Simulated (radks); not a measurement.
The numbers below are computed, except where a source is named.
Bi XXXVII, configuration [Kr] 4d10 5s1 (not the ground configuration). Code: a radial shooting solver on a logarithmic mesh with Libxc functionals. Model: Dirac Kohn-Sham, PBE, spin-unpolarised, spherical densities, finite nucleus; Fermi nuclear charge, rms radius 5.5211 fm.

Unscreened Slater integrals over Kohn-Sham orbitals (cm^-1). Large and small components are both included. Empty in this configuration: 5p1/2.

integral,value
"F0(5s1/2,5s1/2)",308160
"F0(5s1/2,4d5/2)",365470
"G2(5s1/2,4d5/2)",42440
"F0(5s1/2,4d3/2)",367110
"G2(5s1/2,4d3/2)",41116
"F0(5s1/2,4p3/2)",365100
"G1(5s1/2,4p3/2)",37777
"F0(5s1/2,5p1/2)",306430
"G1(5s1/2,5p1/2)",209440
"F0(4d5/2,4d5/2)",522940
"F2(4d5/2,4d5/2)",266470
"F4(4d5/2,4d5/2)",181220
"F0(4d5/2,4d3/2)",528150
"F2(4d5/2,4d3/2)",268540
"G2(4d5/2,4d3/2)",266930
"G4(4d5/2,4d3/2)",181590
"F0(4d5/2,4p3/2)",520840
"F2(4d5/2,4p3/2)",266550
"G1(4d5/2,4p3/2)",329800
"G3(4d5/2,4p3/2)",211520
"F0(4d5/2,5p1/2)",362930
"G3(4d5/2,5p1/2)",40400
"F0(4d3/2,4d3/2)",533600
"F2(4d3/2,4d3/2)",271040
"F0(4d3/2,4p3/2)",525900
"F2(4d3/2,4p3/2)",268170
"G1(4d3/2,4p3/2)",327780
"G3(4d3/2,4p3/2)",210850
"F0(4d3/2,5p1/2)",364590
"G1(4d3/2,5p1/2)",38375
"F0(4p3/2,4p3/2)",520220
"F2(4p3/2,4p3/2)",270540
"F0(4p3/2,5p1/2)",362550
"G2(4p3/2,5p1/2)",37678
"F0(5p1/2,5p1/2)",304810
